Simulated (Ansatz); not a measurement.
Reactions of C4H9Cl3Sn (`C[C](C)(C)[Sn]([Cl])([Cl])[Cl]`).

Computed with Ansatz on PBE0-D4/def2-TZVP structures; ΔE is electronic, products minus reactants. CCSD(T)/CBS is the MP2 limit (def2-TZVPP, def2-QZVPP) plus CCSD(T) − MP2 in def2-TZVPP, frozen cores. This one scheme is used for every species. Elements past krypton have def2 core potentials. For Sn outer-core shells are correlated without core-valence functions, which leaves a few kJ/mol of doubt a bond. Each species was taken in one conformer, which may not be the lowest.

Q: Order these by ΔE at CCSD(T)/CBS, lowest first. (Estimate.)
A. `C[C](C)(C)[Sn]([Cl])([Cl])[Cl]` + H₂ → `[Cl][SnH]([Cl])[Cl]` + `CC(C)C`
B. `C[C](C)(C)[Sn]([Cl])([Cl])[Cl]` + `CC(C)CCl` → tin tetrachloride + `CC(C)CC(C)(C)C`
C. `C[C](C)(C)[Sn]([Cl])([Cl])[Cl]` + benzene → `[Cl][Sn]([Cl])([Cl])[c]1ccccc1` + `CC(C)C`
D. `C[C](C)(C)[Sn]([Cl])([Cl])[Cl]` + CH₃SH → `CSC(C)(C)C` + `[Cl][SnH]([Cl])[Cl]`
E. `C[C](C)(C)[Sn]([Cl])([Cl])[Cl]` + HCl → tin tetrachloride + `CC(C)C`

A: B (-72.1 kJ/mol), E (-61.2 kJ/mol), A (-2.3 kJ/mol), C (+10.2 kJ/mol), D (+46.6 kJ/mol).

Largest T1 diagnostic: 0.011, for `[Cl][Sn]([Cl])([Cl])[c]1ccccc1`.
